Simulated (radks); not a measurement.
The numbers below are computed, except where a source is named.
Code: a radial shooting solver on a logarithmic mesh with Libxc functionals. Model: Dirac Kohn-Sham, LDA (Slater exchange, Perdew-Wang correlation), spin-unpolarised, spherical densities, finite nucleus; open shells are shared between the two j in proportion to 2j + 1; Fermi nuclear charge, rms radius of each element as measured or else 0.836 A^(1/3) + 0.57 fm. Each species is in its NIST ground configuration. Rank Re2+, Ta2+, Hf2+, Os2+, Hg2+, Au2+, Ir2+, Pt2+, Lu2+, W2+ by radius at which the density is 0.001 e/bohr^3 (bohr), largest first.

Answer. Lu2+ 4.04, Ta2+ 3.76, W2+ 3.75, Hf2+ 3.71, Re2+ 3.71, Os2+ 3.67, Ir2+ 3.62, Pt2+ 3.56, Au2+ 3.51, Hg2+ 3.45.
